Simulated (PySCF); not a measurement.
CH4Mg, SMILES [MgH][CH3]. Atoms are numbered in the order given.

```xyz
6

Mg     0.0000     0.0000    -0.8347
H      0.0000     0.0000    -2.5548
C      0.0000     0.0000     1.2605
H      0.8860     0.5115     1.6693
H      0.0000    -1.0231     1.6693
H     -0.8860     0.5115     1.6693
```
Charge 0, spin multiplicity 1.

Geometry optimised at PBE-D3(BJ)/def2-TZVP.

Level of theory: PySCF with PBE0/pcSseg-2.

GIAO shieldings, no solvent; atoms alike by connectivity are averaged. δ = σ(ref) − σ: ¹H against TMS (σ = 31.54 ppm); ¹³C against TMS (σ = 186.1 ppm), references at their B3LYP-D3(BJ)/def2-TZVP geometries, non-relativistic.

```csv
nucleus,atoms,count,δ (ppm)
¹H,H2,1,5.11
¹H,"H4, H5, H6",3,-0.74
¹³C,C3,1,-17.9
```
